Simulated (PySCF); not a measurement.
# Hf⁺: excitation energy

Hf⁺ [Xe] 4f14 5d1 6s2 (2D) → Hf⁺ [Xe] 4f14 5d3 (4F), as a difference of total energies. Calculation: PySCF 2.14, in def2-TZVPPD with the def2 core potential (60 electrons) (6s5p3d2f1g, 59 functions); a scalar-relativistic core potential. The calculations carry no spin-orbit coupling.

```json
{"method": "LDA", "excitation energy (eV)": "2.146"}
{"method": "wB97X-V", "excitation energy (eV)": "2.044"}
{"method": "CAM-B3LYP", "excitation energy (eV)": "2.165"}
```
